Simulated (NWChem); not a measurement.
System: CH$_{4}$SSe; SMILES S[Se]C

Input file for NWChem:

```
start job
memory heap 200 mb stack 900 mb global 1100 mb
geometry units angstroms noautoz
  Se    -0.468172    -0.464427     0.019515
  C      1.265153    -1.350086     0.007997
  H      1.058393    -2.429081     0.073018
  H      1.856229    -1.036911     0.877745
  H      1.805002    -1.136321    -0.923390
  S      0.182576     1.640802     0.062161
  H      0.272517     1.839835    -1.275268
end
basis spherical
  * library def2-svp
end
dft
  xc slater vwn_5
  iterations 150
end
tddft
  nroots 6
  notriplet
end
task tddft energy
```

Parts of the log:

```
             Northwest Computational Chemistry Package (NWChem) 7.3.0
             --------------------------------------------------------

 C1  symmetry detected

                             Geometry "geometry" -> ""
                             -------------------------

 Output coordinates in angstroms (scale by  1.889725989 to convert to a.u.)

  No.       Tag          Charge          X              Y              Z
 ---- ---------------- ---------- -------------- -------------- --------------
    1 Se                  34.0000    -0.46198614    -0.45711486     0.00827589
    2 C                    6.0000     1.27016487    -1.34513588     0.01168609
    3 H                    1.0000     1.06139817    -2.42381316     0.07555652
    4 H                    1.0000     1.85439439    -1.03229071     0.88616581
    5 H                    1.0000     1.81805280    -1.13261287    -0.91528045
    6 S                   16.0000     0.19125484     1.64725035     0.05522351
    7 H                    1.0000     0.29261661     1.84543173    -1.28151497

 Effective nuclear repulsion energy (a.u.)     254.2030432795

                                 NWChem DFT Module
                                 -----------------

 Summary of "ao basis" -> "ao basis" (spherical)
 ------------------------------------------------------------------------------
       Tag                 Description            Shells   Functions and Types
 ---------------- ------------------------------  ------  ---------------------
 Se                         def2-svp                12       32   5s4p3d
 C                          def2-svp                 6       14   3s2p1d
 H                          def2-svp                 3        5   2s1p
 S                          def2-svp                 8       18   4s3p1d

            General Information
            -------------------
          SCF calculation type: DFT
          Wavefunction type:  closed shell.
          No. of atoms     :     7
          No. of electrons :    60
           Alpha electrons :    30
            Beta electrons :    30
          Charge           :     0
          Spin multiplicity:     1
          Use of symmetry is: off; symmetry adaption is: off
          Maximum number of iterations: 150
          AO basis - number of functions:    84
                     number of shells:    38
          Convergence on energy requested:  1.00D-06
          Convergence on density requested:  1.00D-05
          Convergence on gradient requested:  5.00D-04

              XC Information
              --------------
                        Slater Exchange Functional  1.000 local
                      VWN V Correlation Functional  1.000 local

             Grid Information
             ----------------
          Grid used for XC integration:  medium
          Radial quadrature: Mura-Knowles
          Angular quadrature: Lebedev.
          Tag              B.-S. Rad. Rad. Pts. Rad. Cut. Ang. Pts.
          ---              ---------- --------- --------- ---------
          Se                  1.15      112           8.0       590
          C                   0.70       49          10.0       434
          H                   0.35       45          11.0       434
          S                   1.00       88          11.0       590
          Grid pruning is: on
          Number of quadrature shells:   429
          Spatial weights used:  Erf1

      Superposition of Atomic Density Guess
      -------------------------------------

 Sum of atomic energies:       -2836.48103025

      Non-variational initial energy
      ------------------------------

 Total energy =   -2837.507024
 1-e energy   =   -4451.803959
 2-e energy   =    1360.093892
 HOMO         =      -0.242940
 LUMO         =      -0.000398

[...]

                                NWChem TDDFT Module
                                -------------------

            General Information
            -------------------
           No. of orbitals :     168
            Alpha orbitals :      84
             Beta orbitals :      84
        Alpha frozen cores :       0
         Beta frozen cores :       0
     Alpha frozen virtuals :       0
      Beta frozen virtuals :       0
         Spin multiplicity :       1
    Number of AO functions :      84
        Use of symmetry is : off
      Symmetry adaption is : off
         Schwarz screening :  0.10D-07

              XC Information
              --------------
                 Slater Exchange Functional   1.00 local
               VWN V Correlation Functional   1.00 local

             TDDFT Information
             -----------------
          Calculation type : TDDFT
         Wavefunction type : Restricted singlets
          No. of electrons :      60
           Alpha electrons :      30
            Beta electrons :      30
              No. of roots :       6
          Max subspacesize :    5200
            Max iterations :     100
               Target root :       1
           Target symmetry : none
      Symmetry restriction : off
                 Algorithm : Optimal
        Davidson threshold :  0.10D-03

    6 smallest eigenvalue differences (eV)
--------------------------------------------------------
  No. Spin  Occ  Vir  Irrep   E(Occ)    E(Vir)   E(Diff)
--------------------------------------------------------
    1    1   30   31 a        -0.198    -0.071     3.460
    2    1   29   31 a        -0.222    -0.071     4.114
    3    1   30   32 a        -0.198    -0.005     5.263
    4    1   30   33 a        -0.198     0.001     5.416
    5    1   29   32 a        -0.222    -0.005     5.917
    6    1   29   33 a        -0.222     0.001     6.070
--------------------------------------------------------

  Entering Davidson iterations
  Restricted singlet excited states

  Iter   NTrls   NConv    DeltaV     DeltaE      Time
  ----  ------  ------  ---------  ---------  ---------
    1      6       0     0.22E+00   0.10+100        1.8
    2     12       0     0.12E+00   0.13E-01        1.8
    3     24       0     0.33E-01   0.60E-02        2.1
    4     36       0     0.81E-02   0.48E-03        2.1
    5     48       0     0.28E-02   0.34E-04        2.1
    6     60       1     0.10E-02   0.36E-05        2.1
    7     70       2     0.41E-03   0.39E-06        2.0
    8     78       5     0.16E-03   0.49E-07        1.9
    9     80       6     0.81E-04   0.61E-08        1.6
  ----  ------  ------  ---------  ---------  ---------
  Convergence criterion met

  Ground state a       -2834.642374628177 a.u.

  ----------------------------------------------------------------------------
  Root   1 singlet a              0.141367783 a.u.                3.8468 eV
  ----------------------------------------------------------------------------
     Transition Moments    X  0.03028   Y  0.11574   Z  0.03376
     Dipole Oscillator Strength                    0.0014563568
     Electric Quadrupole                           0.0000000041
     Magnetic Dipole                               0.0000002715
     Total Oscillator Strength                     0.0014566323

     Occ.   30  a   ---  Virt.   31  a    0.99832 X
     Occ.   30  a   ---  Virt.   31  a   -0.05290 Y
     Occ.   30  a   ---  Virt.   32  a    0.05248 X
  ----------------------------------------------------------------------------
  Root   2 singlet a              0.164914655 a.u.                4.4876 eV
  ----------------------------------------------------------------------------
     Transition Moments    X  0.10637   Y  0.14416   Z -0.00147
     Dipole Oscillator Strength                    0.0035289306
     Electric Quadrupole                           0.0000000001
     Magnetic Dipole                               0.0000000401
     Total Oscillator Strength                     0.0035289708

     Occ.   28  a   ---  Virt.   31  a    0.05920 X
     Occ.   29  a   ---  Virt.   31  a   -0.99670 X
  ----------------------------------------------------------------------------
  Root   3 singlet a              0.203329462 a.u.                5.5329 eV
  ----------------------------------------------------------------------------
     Transition Moments    X -0.06586   Y -0.26108   Z  0.14677
     Dipole Oscillator Strength                    0.0127478089
     Electric Quadrupole                           0.0000001160
     Magnetic Dipole                               0.0000014222
     Total Oscillator Strength                     0.0127493471

     Occ.   28  a   ---  Virt.   31  a   -0.09788 X
     Occ.   30  a   ---  Virt.   32  a   -0.45971 X
     Occ.   30  a   ---  Virt.   33  a    0.87873 X
  ----------------------------------------------------------------------------
  Root   4 singlet a              0.208988557 a.u.                5.6869 eV
  ----------------------------------------------------------------------------
     Transition Moments    X -0.01106   Y -0.04171   Z  0.02410
     Dipole Oscillator Strength                    0.0003403993
     Electric Quadrupole                           0.0000000040
     Magnetic Dipole                               0.0000006529
     Total Oscillator Strength                     0.0003410562

[...]
```

Level: LDA (Slater exchange, VWN5)/def2-SVP, full TDDFT. The geometry was optimised at PBE0/def2-SVP.
